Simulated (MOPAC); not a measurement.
Input for MOPAC: PM3 on TeH, 2S+1 = 2, a spin state set in the input, which need not be the lowest, a point of a bond scan (R = 1.759 Å).

```
PM3 1SCF PRECISE CHARGE=0 UHF MS=0.5 THREADS=1
HTe

H      0.00000000 1     0.00000000 1     0.00000000 1
Te     0.00000000 1     0.00000000 1     1.75861600 1
```

The log:

```
*******************************************************************************
 **                                                                           **
 **                              MOPAC v23.2.5                                **
 **                                                                           **
 *******************************************************************************
 ** MOPAC's Digital Object Identifier: https://doi.org/10.5281/zenodo.6511958 **
 **                                                                           **
 ** Please cite the open-source release paper for use of this MOPAC version:  **
 ** J. E. Moussa and J. J. P. Stewart (2026)                                  **
 ** MOPAC: An open-source semiempirical molecular orbital program             **
 ** J. Open Source Softw., 11(119), 8025, https://doi.org/10.21105/joss.08025 **
 *******************************************************************************

                              PM3 CALCULATION RESULTS

 *******************************************************************************
 *  PM3        - The PM3 Hamiltonian to be used
 *  UHF        - UNRESTRICTED HARTREE-FOCK CALCULATION
 *
 *
 *
 *                 CHARGE ON SYSTEM = 0
 *
 *
 *
 *  MS=        - IN MECI, MAGNETIC COMPONENT OF SPIN =  0.5
 *  PRECISE    - TIGHTER CRITERIA TO BE USED
 *  1SCF       - DO 1 SCF AND THEN STOP
 *  THREADS=1  - MULTI-THREADING NOT USED
 *  T=         - A TIME OF 172800.0 SECONDS REQUESTED
 *  DUMP=N     - RESTART FILE WRITTEN EVERY 7200.0 SECONDS REQUESTED
 *******************************************************************************
PM3 1SCF PRECISE CHARGE=0 UHF MS=0.5 THREADS=1
 HTe

   ATOM   CHEMICAL          X               Y               Z
  NUMBER   SYMBOL      (ANGSTROMS)     (ANGSTROMS)     (ANGSTROMS)

     1       H          0.00000000  *   0.00000000  *   0.00000000  *
     2      Te          0.00000000  *   0.00000000  *   1.75861600  *



          CARTESIAN COORDINATES

    NO.       ATOM           X           Y           Z

     1         H          0.0000      0.0000      0.0000
     2        Te          0.0000      0.0000      1.7586

  H: (PM3): J. J. P. STEWART, J. COMP. CHEM. 10, 209 (1989).
 Te: (PM3): J. J. P. STEWART, J. COMP. CHEM. 12, 320-341 (1991).

           Empirical Formula: H Te  =     2 atoms



      MOLECULAR POINT GROUP   :   C*v


          UHF CALCULATION, NO. OF ALPHA ELECTRONS =    4
                           NO. OF BETA  ELECTRONS =    3

 -------------------------------------------------------------------------------
 PM3 1SCF PRECISE CHARGE=0 UHF MS=0.5 THREADS=1
 HTe



     1SCF WAS SPECIFIED, SO BFGS WAS NOT USED
     SCF FIELD WAS ACHIEVED


                              PM3 CALCULATION
                                                       MOPAC v23.2.5 Linux




          FINAL HEAT OF FORMATION =         31.42477 KCAL/MOL =     131.48125 KJ/MOL


          COSMO AREA              =         74.81 SQUARE ANGSTROMS
          COSMO VOLUME            =         60.61 CUBIC ANGSTROMS

          IONIZATION POTENTIAL    =          8.165447 EV
          ALPHA SOMO LUMO (EV)    =        -10.186 -0.258
          BETA  SOMO LUMO (EV)    =         -8.165 -2.144
          NO. OF ALPHA ELECTRONS  =          4
          NO. OF BETA  ELECTRONS  =          3
          MOLECULAR WEIGHT        =        128.6079         POINT GROUP:  C*v

          MOLECULAR DIMENSIONS (Angstroms)

            Atom       Atom       Distance
           Te     2    H     1     1.75862
           Te     2    H     1     0.00000
            H     1   Te     2     0.00000


          SCF CALCULATIONS        =          1





   ATOM   CHEMICAL          X               Y               Z
  NUMBER   SYMBOL      (ANGSTROMS)     (ANGSTROMS)     (ANGSTROMS)

     1       H          0.00000000  *   0.00000000  *   0.00000000  *
     2      Te          0.00000000  *   0.00000000  *   1.75861600  *

                             CARTESIAN COORDINATES

   1    H        0.000000000     0.000000000     0.000000000
   2   Te        0.000000000     0.000000000     1.758616000


           Empirical Formula: H Te  =     2 atoms



      MOLECULAR POINT GROUP   :   C*v


          ALPHA EIGENVALUES
 -14.68176 -10.77376 -10.75129 -10.18582  -0.25763


           BETA EIGENVALUES
 -13.23338  -9.88749  -8.16545  -2.14361   0.10107


              NET ATOMIC CHARGES AND DIPOLE CONTRIBUTIONS

  ATOM NO.   TYPE          CHARGE      No. of ELECS.   s-Pop       p-Pop
    1          H          -0.156859        1.1569     1.15686
    2         Te           0.156859        5.8431     1.73893     4.10421
 DIPOLE           X         Y         Z       TOTAL
 POINT-CHG.     0.000     0.000     1.325     1.325
 HYBRID         0.000    -0.000    -0.401     0.401
 SUM            0.000    -0.000     0.924     0.924


          ATOMIC ORBITAL ELECTRON POPULATIONS

     Atom    s        px        py        pz
    1  H   1.15686
    2 Te   1.73893   2.00000   1.00000   1.10421


                    (SZ)    =    0.500000
                    (S**2)  =    1.117271


          ATOMIC ORBITAL SPIN POPULATIONS

    Atom   Total    s     px     py     pz
         Atomic
    1  H -0.1593 -0.159
    2 Te  1.1593  0.226  0.000  1.000 -0.067

 **********************
 *                    *
 * JOB ENDED NORMALLY *
 *                    *
 **********************




 == MOPAC DONE ==
```

The run finished. Its determinant has ⟨S²⟩ = 1.12, a mixture of spin states.

Cost: very roughly 0.020 core-seconds.
